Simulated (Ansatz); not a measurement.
A calculation with Ansatz (development build ahead of 0.2.0).

```yaml
crystal:
  periodic: [false, false, false]
  atoms:
    - { symbol: Sc, position_ang: [0.0, 0.0, 0.0] }
basis:
  gaussian: { orbitals: aug-cc-pVDZ }
magnetization:
  spin_polarized: true
  initial_magnetization: 1
hamiltonian:
  xc: hf
correlation:
  method: mp2
  frozen_orbitals: { Sc: 5 }
```

The input is written out in the form of the current development build from the run's settings.

Output:

* Converged: yes
* Reference energy: -759.73831 hartree
* Correlation energy: -0.18066 hartree
* Total energy: -759.91897 hartree
* Spin squared of the determinant: 0.911

Caution: the unrestricted determinant is spin contaminated.
